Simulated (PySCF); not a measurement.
Geometry (Å), atoms numbered from 1 in this order:
```xyz
18

Si    2.659    0.379   -0.496
S     1.324   -1.212    0.086
C    -0.317   -0.630   -0.223
C    -1.288   -1.568    0.103
C    -2.691   -1.487    0.004
C    -3.517   -0.472   -0.438
C    -3.178    0.807   -0.929
C    -1.926    1.365   -1.088
B    -0.564    0.775   -0.789
H     2.500    1.610    0.328
H     3.977   -0.255   -0.191
H     2.590    0.700   -1.949
H    -0.926   -2.526    0.500
H    -3.211   -2.391    0.337
H    -4.588   -0.693   -0.403
H    -4.041    1.422   -1.214
H    -1.941    2.385   -1.492
H     0.402    1.474   -1.018
```

Method: shieldings: GIAO PBE0/pcSseg-1, structure optimised with PBE0-D3(BJ)/def2-SVP, in PySCF 2.14.0 with density-fitted response routines (gas phase, equivalent nuclei averaged, non-relativistic Hamiltonian, single conformer).

δ = σ(ref) − σ, references computed at the same level: $^{13}$C (σ = 184.41 ppm), $^{1}$H (σ = 31.27 ppm), $^{29}$Si (σ = 351.99 ppm) vs TMS; CS2 for $^{33}$S (σ = 495.66 ppm); BF3·OEt2 for $^{11}$B (σ = 100.73 ppm).

```
      atoms    nucleus  count  δ (ppm)
         B9   $^{11}$B      1     43.1
        H14    $^{1}$H      1     7.41
        H13    $^{1}$H      1        ?
        Si1  $^{29}$Si      1    -57.8
        H15    $^{1}$H      1        ?
         C5   $^{13}$C      1    140.3
         C8   $^{13}$C      1    153.4
        H17    $^{1}$H      1        ?
         S2   $^{33}$S      1       -6
H10/H11/H12    $^{1}$H      3     4.78
         C4   $^{13}$C      1    152.7
        H18    $^{1}$H      1        ?
        H16    $^{1}$H      1     8.08
         C7   $^{13}$C      1        ?
         C3   $^{13}$C      1    180.9
         C6   $^{13}$C      1    140.3
```

**Question.** Fill in the missing shifts.

**Answer.** 
- C7: 156.2 ppm, alkene CH; the olefinic region
- H13: 8.24 ppm, hydrogen on an alkene CH
- H17: 8.02 ppm, hydrogen on an alkene CH
- H15: 7.36 ppm, hydrogen on an alkene CH; olefinic region
- H18: 6.40 ppm, hydrogen on a boron bonded to 2 C, in a 7-membered ring

Hydrogens on boron are broadened and split by $^{11}$B (spin 3/2, 80 %) and 10B (spin 3). A carbon bonded to boron is broadened by the quadrupolar boron nucleus and is often missing from a measured spectrum. Shifts are as computed. Against solution values, carbons near 30 ppm lie about +2 ppm off and those near 130 ppm about +5 ppm. Of 1211 compounds with measured shifts, 218 miss one by over three times the rms of a fit or turn the order of signals round; such compounds aren't used in these exercises.
